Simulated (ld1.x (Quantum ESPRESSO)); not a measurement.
**Reading a pseudo-wave (Tb (Z = 65))**

Columns: radius, all-electron u(r) and pseudo u(r) of the 5p shell (level -24.83 eV) of terbium in the configuration [Kr] 4d10 4f9 5s2 5p6 5d0 6s2 6p0; PBE, scalar-relativistic, RRKJ scheme, ld1.x (Quantum ESPRESSO) 7.5.

| r (bohr) | all-electron | pseudo |
| --- | --- | --- |
| 0.135 | -0.2365 | -0.0118 |
| 0.270 | -0.0117 | -0.0497 |
| 0.405 | 0.4326 | -0.1188 |
| 0.540 | 0.3730 | -0.2228 |
| 0.675 | 0.0371 | -0.3585 |
| 0.810 | -0.3274 | -0.5134 |
| 0.945 | -0.6129 | -0.6672 |
| 1.080 | -0.7973 | -0.7965 |
| 1.215 | -0.8920 | -0.8823 |
| 1.350 | -0.9188 | -0.9159 |
| 1.485 | -0.8983 | -0.9006 |
| 1.620 | -0.8478 | -0.8501 |
| 1.755 | -0.7804 | -0.7809 |
| 1.890 | -0.7053 | -0.7053 |
| 2.025 | -0.6286 | -0.6286 |
| 2.160 | -0.5544 | -0.5544 |
| 2.295 | -0.4849 | -0.4849 |
| 2.430 | -0.4214 | -0.4214 |
| 2.565 | -0.3643 | -0.3643 |
| 2.700 | -0.3136 | -0.3136 |
| 2.835 | -0.2691 | -0.2691 |
| 2.970 | -0.2303 | -0.2303 |
| 3.105 | -0.1967 | -0.1967 |
| 3.240 | -0.1676 | -0.1676 |
| 3.375 | -0.1427 | -0.1427 |
| 3.510 | -0.1213 | -0.1213 |

How many radial nodes do the two functions have?

The all-electron 5p function has n − l − 1 = 3 (the table is too coarse to show those close to the nucleus); the pseudo-wave has 0, since the states of the same l below it are removed with the core.

At about which radius was the pseudo-wave matched?

1.85 bohr, where the columns begin to agree (steps of 0.14 bohr).

Is the pseudo-wave norm-conserving?

Yes: the RRKJ scheme keeps the norm inside the radius equal to the all-electron one, which fixes the energy derivative of the logarithmic derivative at the level.
